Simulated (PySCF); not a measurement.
A structure optimised at PBE-D3(BJ)/def2-SVP, used in a PySCF frequency run:

```xyz
8

Si     1.7692     0.2081    -0.2275
F      2.6452    -0.6366     0.8775
Si    -0.4832     0.3026     0.4245
Cl    -1.3919     1.4176    -1.0866
Cl    -1.2668    -1.6223     0.4684
H      1.8427    -0.4921    -1.5535
H      2.3379     1.5950    -0.3302
H     -0.7939     0.9556     1.7373
```
Charge 0, spin multiplicity 1.

### Question
Write its SMILES and formula.

### Answer
F[SiH2][SiH](Cl)Cl, Cl2FH3Si2

### Question
What are its rotational constants (standard atomic weights)?

### Answer
2.1184, 1.2578, 0.84711 GHz
